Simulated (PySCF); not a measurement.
## Mayer bond orders and bond lengths

(HAlO)3 ring, Al₃H₃O₃.
Cartesian coordinates in Å at the PBE0-D3(BJ)/def2-SVP level; atoms count from 1:
```
atom  x, y, z in Å
Al1   -0.8549    0.3145    1.4998
H2    -1.6335    0.5991    2.8333
O3    -0.1421   -1.2031    1.1381
Al4    0.7257   -1.5981   -0.2875
H5     1.3750   -3.0064   -0.5325
O6     0.8265   -0.3134   -1.4196
Al7    0.1731    1.2599   -1.2213
H8     0.3046    2.3870   -2.3064
O9    -0.6416    1.4911    0.2704
```

Bond orders from the PBE0/pcSseg-1 (pcSseg-2 on Al) density (PySCF). Geometry: PBE0-D3(BJ)/def2-SVP, one conformer, isolated molecule.

(1) Set the Mayer orders of the bonds beside their lengths.

(2) Sum the orders of all bonds at each heavy atom with more than one neighbour.

Answers

(1) 
| bond | length (Å) | Mayer order |
| --- | --- | --- |
| Al1–H2 | 1.570 | 0.925 |
| Al1–O3 | 1.715 | 0.987 |
| Al1–O9 | 1.715 | 0.988 |
| O3–Al4 | 1.715 | 0.988 |
| Al4–H5 | 1.570 | 0.925 |
| Al4–O6 | 1.715 | 0.987 |
| O6–Al7 | 1.715 | 0.988 |
| Al7–H8 | 1.570 | 0.925 |
| Al7–O9 | 1.715 | 0.987 |

(2) Al1 2.900, O3 1.975, Al4 2.900, O6 1.975, Al7 2.900, O9 1.975. Orders between atoms that aren't bonded are not in these sums.

For a closed shell the Mayer order of atoms A and B is Σ (PS)μν (PS)νμ over the basis functions μ on A and ν on B, with P the density and S the overlap matrix.
